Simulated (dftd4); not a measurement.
F₆Si₂, triplet, at the geometry of the source list (a higher spin typed on purpose: for a closed-shell molecule this is an excited state); dftd4 4.2.0 with D4 for r2scan.

Input for dftd4:
```
$ dftd4 mol.xyz --func r2scan --charge 0 --json dftd4.json --noedisp --grad

# file mol.xyz
8

F      1.90460000    -0.27700000    -1.23620000
Si     1.11560000    -0.06470000     0.11950000
F      1.77810000     1.22330000     0.75800000
F      1.60380000    -1.25280000     1.04440000
Si    -1.11560000     0.06470000    -0.11950000
F     -1.60380000     1.25280000    -1.04440000
F     -1.77810000    -1.22330000    -0.75800000
F     -1.90460000     0.27700000     1.23620000
```

The log (banner, timings and long lists left out):

```
                    ____  _____ _____     ____  _  _
      -------------|  _ \|  ___|_   _|---|  _ \| || |------------
     |             | | | | |_    | | ___ | | | | || |_           |
     |             | |_| |  _|   | ||___|| |_| |__   _|          |
     |             |____/|_|     |_|     |____/   |_|            |
     |             ===================================           |
     |            E. Caldeweyher, S. Ehlert & S. Grimme          |
     |          Mulliken Center for Theoretical Chemistry        |
     |                    University of Bonn                     |
      -----------------------------------------------------------

Rational (Becke-Johnson) damping: r2scan-D4-ATM
---------------------
  s6         1.0000
  s8         0.6019
  s9         1.0000
  a1         0.5156
  a2         5.7734
 alp        16.0000
--------------------

Dispersion energy:      -2.0019357252579E-03 Eh

Gradient norm:           1.0027244830154E-04 Eh/a0
--------------------------------------------------
     #    Z           dE/dx      dE/dy      dE/dz
--------------------------------------------------
     1    9 F     3.632E-05 -4.274E-06 -1.486E-05
     2   14 Si   -1.866E-05  1.083E-06 -1.999E-06
     3    9 F     3.467E-05  1.526E-05  1.110E-05
     4    9 F     3.240E-05 -1.698E-05  1.483E-05
     5   14 Si    1.866E-05 -1.083E-06  1.999E-06
     6    9 F    -3.240E-05  1.698E-05 -1.483E-05
     7    9 F    -3.467E-05 -1.526E-05 -1.110E-05
     8    9 F    -3.632E-05  4.274E-06  1.486E-05
--------------------------------------------------

Virial:
--------------------------------------------------
      component           x          y          z
--------------------------------------------------
          x       6.121E-04 -2.658E-05  4.912E-05
          y      -2.658E-05  1.551E-04 -2.850E-06
          z       4.912E-05 -2.850E-06  1.589E-04
--------------------------------------------------

[Info] Dispersion results written to 'dftd4.txt'
[Info] JSON dump of results written to 'dftd4.json'
```
